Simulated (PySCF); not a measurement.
Vertical excitations of a molecule C₅H₇Cl from TDDFT-PBE0/def2-SVPD (PySCF), as energy in eV (oscillator strength): 4.98 (0.000), 5.84 (0.000), 6.29 (0.093), 6.67 (0.011), 6.77 (0.001), 6.86 (0.003), 7.01 (1.144), 7.20 (0.001), 7.43 (0.000), 7.68 (0.031). Lowest triplet (TDA): 4.06 eV. Geometry optimised at r2SCAN-D4/def2-SVP. The values are those of a single conformer.

Task: Identify the compound among the candidates.
(A) C[C@H]1C=C(Cl)C1
(B) C[C@H]1CC=C1Cl
(C) C=C/C(Cl)=C/C
(D) CC(C)=C=CCl

Result: D, CC(C)=C=CCl
